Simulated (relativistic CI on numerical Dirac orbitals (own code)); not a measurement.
**Fe²⁺ in a cubic cluster: 3s photoemission with charge transfer**

Computed with a charge-transfer multiplet model of a cubic metal-ligand cluster with up to 3 ligand holes, Slater and spin-orbit integrals from Dirac-Coulomb-Breit ions, Slater integrals scaled by 0.9. The ground state mixes d6 with configurations of k ligand holes L, whose averages lie at kΔ + k(k − 1)U_dd/2; a core hole lowers each added d electron by U_cd. 300 K, Lorentzian 1.4 eV and Gaussian 0.8 eV FWHM.

Atomic integrals in eV (Slater integrals scaled, ζ unscaled), ground: F2dd 9.813, F4dd 6.093, zeta_d 0.049; with the core hole: F2dd 10.877, F4dd 6.802, zeta_d 0.058, G2cd 11.073.

Cluster parameters (eV): U_dd = 5.4, U_cd = 6.2, 10Dq = 1.55, 10Dq(ligand) = 0.2, V(eg) = 2.05, V(t2g) = -0.89, final-state hopping factor = 0.8.

```tsv
Case	n_d	d6	d7L	d8L2	d9L3	S
Δ = 3 eV	6.45	0.59	0.37	0.04	0.00	0.03
Δ = 5 eV	6.30	0.72	0.26	0.02	0.00	0.05
Δ = 6 eV	6.17	0.83	0.16	0.01	0.00	1.41
Δ = 7 eV	6.10	0.91	0.09	0.00	0.00	1.99
Δ = 8 eV	6.08	0.92	0.08	0.00	0.00	2.00
```

Weights, n_d and S are thermal averages at 300 K. Binding energies count from the first peak over 30 % of the highest in each spectrum, which can be another peak from case to case. The parameters are a model scan and need not match a compound or its usual spin state. Peaks in eV (height, largest 100):
- Δ = 3 eV: 0.0 (100), 4.6 (49), 8.0 (26)
- Δ = 5 eV: 0.0 (100), 4.9 (45), 7.7 (13)
- Δ = 6 eV: 0.0 (100), 3.0 (98), 8.0 (41), 10.2 (50)
- Δ = 7 eV: 0.0 (100), 5.5 (6), 10.5 (53)
- Δ = 8 eV: 0.0 (100), 10.8 (57)

For the case Δ = 5 eV, Δ = 5 eV is smaller than U_dd = 5.4 eV, the charge-transfer side of the Zaanen-Sawatzky-Allen scheme. With the core hole the configuration with one ligand hole lies at Δ − U_cd = -3.2, -1.2, -0.2, 0.8, 1.8 eV from the one without, in the order of the table; where this is negative the screened configuration lies lower, though the effective hopping of about 3.1 eV (from the holes of the mixed ground state) mixes the two strongly wherever it is as large as the gap. The thermal average of S changes within this range, from 0.0 to 2.0; a value between half-integers is an average over states of different spin.

Without intra-shell correlation the exchange splitting of the 3s hole comes out too large.
